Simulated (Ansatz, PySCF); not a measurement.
The pair A = H2O (SMILES O) (first 3 atoms), B = CH4S (SMILES CS); geometry from B3LYP-D3(BJ)/def2-TZVP.
(charge 0, multiplicity 1):
```xyz
9

O      0.261    -0.087     0.285
H      0.831    -0.709    -0.179
H     -0.618    -0.214    -0.088
C      0.824     0.828     4.330
S      0.231    -0.798     3.757
H      0.135     1.620     4.043
H      0.871     0.778     5.416
H      1.818     1.042     3.944
H      0.247    -0.519     2.440
```

Rows in 6-31G* carry no dispersion term and start afresh at each structure (6-31G* with six Cartesian d functions). MP2/6-31G* freezes PySCF's default core.

Programs: Ansatz (Gaussian orbitals); PySCF for 6-31G* rows. 

Total energies (hartree), monomers frozen at their geometry in the pair:

```
structure              HF/aug-cc-pV(D+d)Z  B3LYP/def2-TZVPPD    MP2/6-31G*
---------------------  ------------------  -----------------  ------------
AB                           -513.7769258       -515.2254836  -514.1550443
A in the pair's basis         -76.0412679        -76.4694639   -76.1987402
B in the pair's basis        -437.7345407       -438.7537149  -437.9530261
A                             -76.0410286        -76.4694372   -76.1967395
B                            -437.7344189       -438.7536715  -437.9526142
```

Task: Work out the interaction energy without and with the counterpoise correction, and the superposition error, for each level.

Result: 
E(AB) − E(A) − E(B), times 627.509 kcal/mol, with the monomers in their own basis and then in the pair's basis:
- HF/aug-cc-pV(D+d)Z: -0.93 uncorrected, -0.70 corrected; the monomers gain 0.23 kcal/mol from borrowed functions
- B3LYP/def2-TZVPPD: -1.49 uncorrected, -1.45 corrected; the monomers gain 0.04 kcal/mol from borrowed functions
- MP2/6-31G*: -3.57 uncorrected, -2.06 corrected; the monomers gain 1.51 kcal/mol from borrowed functions

Ansatz is an electronic-structure program.
